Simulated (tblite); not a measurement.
Compound: C5H12SSi2.
Z-matrix (Å and degrees, GFN2-xTB geometry), rows numbered from 1:
```
Si
C   1  1.9032
S   2  1.8302  1  113.34
Si  3  2.1444  2  101.80  1   -74.76
C   4  1.9080  3  116.72  2    87.44
C   5  1.5003  4  103.21  3   121.59
C   6  1.3211  5  119.27  4    -4.97
C   7  1.4973  6  119.35  5     0.10
H   1  1.4639  2  107.06  3  -167.62
H   1  1.4596  2  109.10  3   -47.21
H   1  1.4644  2  108.36  3    73.53
H   2  1.0880  1  112.65  3  -122.13
H   2  1.0880  1  110.96  3   116.87
H   4  1.4672  3  107.52  2   -41.16
H   5  1.0928  4  113.48  3     2.93
H   5  1.0910  4  113.85  3  -119.05
H   6  1.0805  5  118.22  4   175.73
H   7  1.0806  6  122.37  5  -179.30
H   8  1.0898  4  113.34  3   113.72
H   8  1.0913  4  113.13  3    -7.71
```

Computed values, GFN2-xTB/tblite, gas phase, harmonic and unscaled. This tight-binding method is rough: wavenumbers can miss measured ones by several per cent, in bad cases by 10 to 20. Modes of hydrogen on silicon can be 10 to 20 % off. One conformer, not necessarily the lowest.

Harmonic wavenumbers (cm⁻¹): 32.8, 38.9, 60.6, 112.5, 132.1, 153.7, 182.1, 218.7, 351.1, 388.3, 500.8, 517.4, 533.1, 578.5, 636.1, 647.7, 671.0, 686.8, 729.5, 751.1, 754.9, 770.1, 774.8, 785.0, 793.9, 816.4, 829.4, 901.6, 982.1, 1022.1, 1076.6, 1085.5, 1106.7, 1135.6, 1176.0, 1230.9, 1246.5, 1316.6, 1438.7, 1454.7, 1457.2, 1720.0, 2216.9, 2262.0, 2264.6, 2304.5, 2947.3, 2963.8, 2975.6, 2985.4, 2989.9, 3005.2, 3060.8, 3077.0.

A = 2313, B = 685.2, C = 569.2 MHz; mass 160.020 u (most abundant isotopes); point group C1, symmetry number 1.

**Question.** What is the zero-point energy?

**Answer.** Half the sum of the wavenumbers: 32426 cm⁻¹ = 92.71 kcal/mol.

**Question.** What is S at 400 K and 1 bar for an ideal gas of classical rigid rotors and harmonic oscillators?

**Answer.** Translation 42.61, rotation 31.13, vibration 49.52: S = 123.3 cal/(mol K).

**Question.** And Cp and H(400 K) − H(0)?

**Answer.** Cp = 55.58 cal/(mol K), of which vibrations give 47.63 (their classical limit is 54 R = 107.3); H(400 K) − H(0) = 12.98 kcal/mol without the zero-point energy, 9.80 from vibrations.

**Question.** What must be added to the electronic energy to get the Gibbs energy at 400 K and 1 bar?

**Answer.** ZPE + [H(400 K) − H(0)] − T·S = 92.71 + 12.98 − 49.30 = 56.39 kcal/mol.

**Question.** How do the functions run with temperature in this model?

**Answer.** 
```tsv
T (K)	S (cal/(mol K))	Cp (cal/(mol K))	H − H(0) (kcal/mol)	G − H(0) (kcal/mol)	ln q(vib)
150	85.3	26.0	2.68	-10.11	4.72
250	101.3	38.3	5.88	-19.45	7.93
298.15	108.6	44.3	7.87	-24.51	9.43
600	149.0	71.4	25.80	-63.62	18.63
900	181.0	86.0	49.59	-113.29	27.00
```

q(vib) and H(0) count from the zero-point level.

Hindered rotation and anharmonicity are outside this model. Other conformers, if any are populated, would add a mixing term that is left out. The structure is chiral; the term R ln 2 for an equal mix with its mirror image is left out.
